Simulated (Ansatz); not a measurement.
`Cc1ccc(C)c(C)c1`. Total charge 0; spin multiplicity 1. The geometry is a stationary point of PBE0-D4/def2-TZVP.

```xyz
21

C    -1.555   -2.771    0.067
C    -0.920   -1.431   -0.150
C    -1.256   -0.639   -1.238
C    -0.672    0.608   -1.409
C     0.262    1.102   -0.509
C     0.881    2.449   -0.714
C     0.613    0.310    0.593
C     1.620    0.796    1.590
C     0.019   -0.935    0.749
H    -2.062   -3.120   -0.834
H    -0.814   -3.522    0.351
H    -2.298   -2.730    0.870
H    -1.981   -0.997   -1.961
H    -0.947    1.212   -2.267
H     0.681    3.118    0.129
H     0.494    2.924   -1.617
H     1.969    2.382   -0.810
H     2.587    0.997    1.118
H     1.777    0.060    2.379
H     1.300    1.731    2.060
H     0.301   -1.542    1.605
```

(1) What is the dipole moment at PBE/def2-TZVPP? (An estimate is asked.)

(2) And with r2SCAN, B3LYP, ωB97M-V? (Estimate.)

(3) Give the Mulliken charges with PBE, r2SCAN, ωB97M-V in def2-TZVPP. (Estimate.)

Results:

(1) The calculation gave: 0.42 D, with components (0.26, 0.16, 0.28) D in this frame, pointing from negative to positive charge.

(2) Ansatz gave: r2SCAN 0.43 D, B3LYP 0.39 D, ωB97M-V 0.39 D.

(3) The calculation gave: 
```
atom    PBE  r2SCAN  ωB97M-V
  C1  -0.24   -0.14    -0.30
  C2   0.08    0.08     0.00
  C3  -0.14   -0.14    -0.13
  C4  -0.10   -0.06    -0.10
  C5   0.00   -0.01    -0.01
  C6  -0.24   -0.16    -0.32
  C7   0.03    0.05     0.01
  C8  -0.24   -0.16    -0.33
  C9  -0.16   -0.14    -0.10
 H10   0.08    0.04     0.09
 H11   0.09    0.05     0.11
 H12   0.09    0.06     0.12
 H13   0.09    0.08     0.10
 H14   0.09    0.08     0.10
 H15   0.09    0.06     0.12
 H16   0.07    0.04     0.09
 H17   0.09    0.06     0.12
 H18   0.09    0.06     0.12
 H19   0.07    0.04     0.09
 H20   0.09    0.06     0.12
 H21   0.07    0.07     0.10
```

B3LYP here is the variant with VWN-RPA as its local correlation; programs differ in this.
